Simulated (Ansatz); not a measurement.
Cl$_{4}$Fe, charge -1, sextet, geometry from GFN2-xTB (such geometries of metal compounds can be far from the true shape) (a gas-phase anion, which may not be bound at this level); CAM-B3LYP/def2-SVP run with Ansatz (a program for electronic structure).

Input for Ansatz:
Ansatz 0.2 input:
```yaml
crystal:
  periodic: [false, false, false]
  atoms:
    - {symbol: Fe, position_ang: [-0.00000000, -0.00000000, -0.00000000]}
    - {symbol: Cl, position_ang: [1.71855113, -0.56358205, -1.20848796]}
    - {symbol: Cl, position_ang: [0.65566275, 0.46239914, 2.02182572]}
    - {symbol: Cl, position_ang: [-0.95592471, 1.74942799, -0.87016982]}
    - {symbol: Cl, position_ang: [-1.41828916, -1.64824508, 0.05683206]}
basis:
  gaussian:
    orbitals: def2-SVP
hamiltonian:
  xc: cam_b3lyp
total_charge: -1
magnetization: {spin_polarized: false, initial_magnetization: 5}
```

Question: What does Ansatz print? Leave out banner, timings and long lists.

Answer: 
```
Functional definition: CAM-B3LYP
979 factors; integrals over basis functions are off by at most 5.2e-4 eV
253 factors; integrals over basis functions are off by at most 5.4e-6 eV
mean field evaluation 1: about -84464.9023 eV, gradient 3.7e1 eV
mean field evaluation 2: about -84464.9960 eV, gradient 3.7e1 eV
mean field evaluation 4: about -84468.8127 eV, gradient 4.8e0 eV
mean field evaluation 8: about -84468.9340 eV, gradient 5.6e-1 eV
mean field evaluation 16: about -84468.9379 eV, gradient 1.9e-4 eV
mean field evaluation 32: about -84450.5773 eV, gradient 5.4e1 eV
mean field evaluation 64: about -84452.7593 eV, gradient 4.9e1 eV
mean field -84468.93793638 eV, -3104.1762140594 hartree, gradient 5.6e-5 eV, S^2 8.750000; 0 other end points of the search recorded, 0 dependent functions left out
reference -84468.93807747 eV, -3104.1762192445 hartree; 50, 45 occupied and 53, 58 virtual orbitals, 979 factors
Total energy: -84468.93807747 eV, -3104.1762192445 hartree
```
